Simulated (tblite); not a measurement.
Input of a run (GFN2-xTB geometry optimisation, gas phase (tblite 0.8.0)), started from a force field or distance geometry:
```
{"job": {"kind": "relax", "xc": "GFN2-xTB", "basis": "xTB"}, "charge": 0, "multiplicity": 2}
O     -2.556900    -0.668900     0.592100
C     -1.898600    -0.118600    -0.545100
C     -0.432900     0.115600    -0.220100
C     -0.020800     1.363200     0.274600
C      1.319300     1.566600     0.607500
C      2.245600     0.547300     0.421400
C      1.842500    -0.688000    -0.069800
C      0.506100    -0.901900    -0.380700
H     -1.922400    -0.718000     1.326600
H     -2.004100    -0.820500    -1.369500
H     -2.394900     0.807400    -0.823500
H     -0.734200     2.160900     0.439500
H      3.287700     0.725200     0.683800
H      2.571600    -1.490400    -0.201100
H      0.187600    -1.871900    -0.757800
```

Output (eV, eV/Å):
```
step      E/eV     max force
  0    -612.03458    2.222
  1    -612.10680    0.617
  2    -612.12351    0.340
  3    -612.13173    0.195
  4    -612.13406    0.112
  5    -612.13519    0.070
  6    -612.13570    0.049
  7    -612.13622    0.063
  8    -612.13656    0.049
  9    -612.13686    0.044
 10    -612.13717    0.056
 11    -612.13752    0.050
 12    -612.13782    0.038
 13    -612.13803    0.036
 14    -612.13821    0.034
 15    -612.13842    0.043
 16    -612.13866    0.040
 17    -612.13889    0.040
 18    -612.13910    0.047
 19    -612.13937    0.056
 20    -612.13989    0.087
 21    -612.14098    0.182
 22    -612.14266    0.331
 23    -612.14673    0.346
 24    -612.15553    0.468
 25    -612.13885    1.402
 26    -612.10969    2.131
 27    -612.14933    0.750
 28    -612.16729    0.627
 29    -612.17522    0.198
 30    -612.17932    0.655
 31    -612.18239    0.310
 32    -612.18569    0.127
 33    -612.18938    0.064
 34    -612.18983    0.069
 35    -612.19016    0.061
 36    -612.19054    0.050
 37    -612.19090    0.062
 38    -612.19118    0.049
 39    -612.19143    0.049
 40    -612.19170    0.045
 41    -612.19199    0.035
 42    -612.19228    0.046
 43    -612.19254    0.051
 44    -612.19279    0.041
 45    -612.19304    0.051
 46    -612.19326    0.038
 47    -612.19343    0.039
 48    -612.19353    0.026
 49    -612.19364    0.024
 50    -612.19378    0.031
 51    -612.19394    0.035
 52    -612.19410    0.041
 53    -612.19426    0.033
 54    -612.19440    0.025
 55    -612.19453    0.024
 56    -612.19465    0.032
 57    -612.19475    0.039
 58    -612.19485    0.037
 59    -612.19495    0.027
 60    -612.19501    0.018
 61    -612.19506    0.021
 62    -612.19511    0.022
 63    -612.19515    0.021
 64    -612.19519    0.018
 65    -612.19522    0.016
 66    -612.19524    0.011
 67    -612.19525    0.012
 68    -612.19526    0.010
```

Question: Summarise the run.

Answer: The energy falls by 15.5 kJ/mol over 68 L-BFGS steps, the largest force on an atom goes from 2.22 to 0.010 eV/Å, and the atoms move by 0.166 Å rms after alignment. The bond that changes most is C4–C5 (ends: carbon bonded to 2 C and H; carbon bonded to 2 C), which shortens by 0.033 Å. Bonds longer at the end by more than 0.005 Å: 3 of 15; shorter: 11. Among the angles that change most is C4–C5–C6, from 120.1° to 125.1°. Among the dihedrals that turn most is H9–O1–C2–C3, from 3° to 57°. The energy rose by more than 1e-5 eV at steps 25 and 26. The first step brought 45 % of the lowering.

Question: What are the final bond lengths?

Answer: O1–C2 1.413 Å, C2–C3 1.509 Å, C3–C4 1.399 Å, C4–C5 1.362 Å, C5–C6 1.363 Å, C6–C7 1.394 Å, C7–C8 1.382 Å, C3–C8 1.389 Å, O1–H9 0.964 Å, C2–H10 1.093 Å, C2–H11 1.100 Å, C4–H12 1.081 Å, C6–H13 1.079 Å, C7–H14 1.081 Å, C8–H15 1.080 Å. Numbering counts from 1 in the input's order; the species is `OCC1=C[C]=CC=C1` [radical].

On one thread, Arm Neoverse V2 (aarch64), no GPU, on a shared host, this took 0.29 s.

GFN2-xTB frequencies show an imaginary mode (21i cm⁻¹), so the point is no minimum at that level. 2 starts were optimised and ended at 0.00 and 0.09 kcal/mol (GFN2-xTB); the lowest of these is shown.

One conformer stands for the species.

The numbers are calculated, not measured.
